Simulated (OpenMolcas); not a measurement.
Computed levels of 5d in ions with 69 electrons, in cm-1 above ²D_3/2.

```json
{
  "Program": "OpenMolcas",
  "Method": "SS-CASPT2, IPEA 0.25 Eh, imaginary shift 0.1 Eh",
  "Basis": "ANO-R2",
  "Scalar Hamiltonian": "X2C, finite nucleus",
  "Spin-orbit coupling": "RASSI with atomic mean-field integrals over the reference wave functions, term energies averaged over their components"
}
```

Active space for each ion: 1 electron in 10 orbitals (5d 6d); closed shells correlated by CASPT2: 5s 5p.

```tsv
Level	Ta4+	W5+	Os7+
²D_5/2	7225	9519	13687
```

Task: Estimate ²D_5/2 for Re6+ from its neighbours W5+ and Os7+.

Result: ²D_5/2 is fine structure, which grows about as the fourth power of a screened charge, so the fourth roots are averaged: ((9519^0.25 + 13687^0.25) / 2)^4 = 11461. The calculation gives 11247, so the estimate is off by +1.9 %.

With one active electron outside closed inactive shells, the extra shells (6d) add no correlation to the reference. With one active electron, CASPT2 adds the correlation within the correlated inactive shells and between them and that electron, and leaves the splitting within a term as the reference gives it. Levels of configurations outside the active space are missing.
